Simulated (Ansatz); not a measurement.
Gas-phase electronic energies from Ansatz, PBE0-D4/def2-TZVP geometries. CCSD(T)/CBS adds triple-zeta CCSD(T) − MP2 to the extrapolated MP2 energy (def2 sets, frozen cores). This one scheme is used for every species. Functionals use def2-TZVPP.

Reaction (silylene loss): `[SiH3][N]1[CH2][AlH]1` → `[CH2]1[NH][AlH]1` + `[SiH2]`

`[SiH3][N]1[CH2][AlH]1`:

```xyz
10

Si    0.818   -0.145   -1.327
N     0.175    0.201    0.216
C    -1.168   -0.339    0.717
Al   -0.115    0.784    1.833
H     1.020   -1.611   -1.523
H    -0.092    0.314   -2.418
H     2.129    0.544   -1.472
H    -2.031    0.020    0.153
H    -1.199   -1.425    0.823
H     0.464    1.658    2.999
```

`[CH2]1[NH][AlH]1`:

```xyz
7

C     0.384   -0.754   -0.034
N    -0.581    0.224   -0.653
Al    0.035    0.948    0.780
H    -0.060   -1.685    0.328
H     1.285   -0.957   -0.618
H    -1.063    0.005   -1.507
H    -0.001    2.217    1.705
```

`[SiH2]`:

Cartesian coordinates in Å:
```
Si -0.401 0.445 0.384
H 0.476 0.597 -0.855
H -0.075 -1.043 0.471
```

| level | ΔE (kJ/mol) |
| --- | --- |
| r2SCAN0-D4 | 327.5 |
| ωB97M-V | 300.9 |
| CCSD/def2-SVP | 284.2 |
| MP2/CBS(def2) | 330.0 |

What does CCSD(T)/CBS give? (Estimate.)

Computed: +306.5 kJ/mol. The listed levels differ from it by 21.0, -5.6, -22.3, 23.5 kJ/mol.

Largest T1 diagnostic among the species: 0.015.

The D4 term adds +14.2 kJ/mol with B3LYP and +7.7 kJ/mol with PBE0; it sums over pairs of atoms, weighted by their polarisabilities, and B3LYP, whose exchange is more repulsive, gets the larger term. From BLYP to BHLYP (50 % exact exchange), in def2-TZVPP and without D4, ΔE moves by +31.6 kJ/mol.

B3LYP here is the variant with VWN-RPA as its local correlation; programs differ in this.
